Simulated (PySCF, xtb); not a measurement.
4-thiophen-2-ylbenzaldehyde (C11H8OS), SMILES O=Cc1ccc(-c2cccs2)cc1.

GFN2-xTB in xtb 6.7.1 at its own geometry gives an orbital gap of 2.50 eV and a dipole moment of 4.95 D.

The structure is a stationary point at B3LYP-D3(BJ)/def2-SVP. Other conformers were not sampled.

Task: What does r2SCAN/def2-SVP (PySCF) give? (The exact figures need the calculation; the answer reports its results.)

Result: gap 2.96 eV (levels -5.83 and -2.87 eV), dipole 4.39 D.
